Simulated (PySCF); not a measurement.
A GIAO shielding run with PySCF 2.14 (density fitting, non-relativistic, gas phase) on `[N+](#CC)[BH2-]P`, C₂H₇BNP:

```
$ OMP_NUM_THREADS=1 python probes_run.py task.json out

{"job": {"kind": "nmr", "xc": "LDA", "basis": "pcSseg-2", "pop": false}, "charge": 0, "multiplicity": 1}
C      2.372985     0.491806    -0.060223
C      1.041633     0.021741     0.250556
N     -0.028672    -0.338908     0.477840
B     -1.462492    -0.786241     0.730214
P     -2.673525     0.022230    -0.604396
H      2.342171     1.153559    -0.938784
H      2.783235     1.049612     0.794233
H      3.031525    -0.361761    -0.277499
H     -1.474437    -2.002720     0.628736
H     -1.758780    -0.406678     1.851969
H     -1.916057    -0.250055    -1.789955
H     -2.216286     1.378366    -0.529567
```

Hardware: 1 thread of an Arm Neoverse V1, shared host.

Q: How large is the calculation?

A: 46 electrons, 285 basis functions and 778 auxiliary functions.

Q: How long does it take, and how much memory does it need?

A: 39 s of wall time, with 15 SCF cycles; peak memory 0.94 GiB. Times on a shared host scatter by some tens of per cent.

Q: And these other runs on the same molecule and hardware: GIAO shielding at B3LYP/pcSseg-2; GIAO shielding at B97-D/pcSseg-2; GIAO shielding at BLYP/pcSseg-2; GIAO shielding at BP86/pcSseg-2; GIAO shielding at HF/pcSseg-2; GIAO shielding at KT2/pcSseg-2?

A: B3LYP/pcSseg-2: 285 functions, 36 s; B97-D/pcSseg-2: 285 functions, 48 s; BLYP/pcSseg-2: 285 functions, 45 s; BP86/pcSseg-2: 285 functions, 45 s; HF/pcSseg-2: 285 functions, 21 s; KT2/pcSseg-2: 285 functions, 48 s.
